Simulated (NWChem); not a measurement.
Molecule: C₂H₉BSi; SMILES CB(C)[SiH3]

Give the equilibrium geometry at PBE-D3(BJ)/def2-SVP (NWChem) as a list of bonds and angles, with the point group.

point group C1; any orientation.
Bonds (Å): B1–C2 1.570, B1–C6 1.569, B1–Si10 2.041, C2–H3 1.110, C2–H4 1.119, C2–H5 1.108, C6–H7 1.119, C6–H8 1.108, C6–H9 1.110, Si10–H11 1.510, Si10–H12 1.515, Si10–H13 1.511. Angles (°): C2–B1–C6 121.1, C2–B1–Si10 118.5, C6–B1–Si10 120.4, B1–C2–H3 114.6, B1–C2–H4 103.4, B1–C2–H5 116.2, H3–C2–H4 105.9, H3–C2–H5 110.2, H4–C2–H5 105.4, B1–C6–H7 104.0, B1–C6–H8 115.4, B1–C6–H9 114.8, H7–C6–H8 105.1, H7–C6–H9 106.1, H8–C6–H9 110.2, B1–Si10–H11 114.8, B1–Si10–H12 108.4, B1–Si10–H13 112.5, H11–Si10–H12 106.8, H11–Si10–H13 107.8, H12–Si10–H13 106.1.
